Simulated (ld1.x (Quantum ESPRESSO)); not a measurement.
Building the TM potential for molybdenum (BLYP, fully relativistic).

```
Element                 : molybdenum (Mo)
Generator               : ld1.x (Quantum ESPRESSO) 7.5
Type                    : norm-conserving Troullier–Martins (Kleinman–Bylander form)
Functional              : BLYP
Relativity              : fully relativistic
Frozen core             : [Ar] 3d10
Valence charge          : 14
Reference configuration : 4s2 4p6 4d5 5s1 5p0
Partial waves           : 4p (bound): rc 1.80 bohr; 4d (bound): rc 1.95 bohr; 4s (bound): rc 1.80 bohr
Local potential         : the s channel
Core correction         : none
```

Open shells are filled in proportion to 2j + 1 (rel_dist='average').

Occupied shells without a wave of their own: 5s. They enter only through the test configuration that unscreens the potential.

Does the potential have ghost states?

No extra level below or beside the all-electron valence levels (p1/2, p3/2, d3/2, d5/2, s, f tested).

Tests: 4s2 4p6 4d5 5s0 5p0; 4s2 4p6 4d4 5s0 5p0; 4s2 4p6 4d3 5s0 5p0; 4s2 4p6 4d5.5 5s0.5 5p0; 4s2 4p6 4d6 5s0 5p0; 4s2 4p6 4d4 5s2 5p0; 4s1 4p6 4d5 5s1 5p0. Which has the largest error in its energy relative to the reference configuration, and how large is it?

4s2 4p6 4d3 5s0 5p0, with -2929 meV (all-electron minus pseudo) on +48.99 eV.
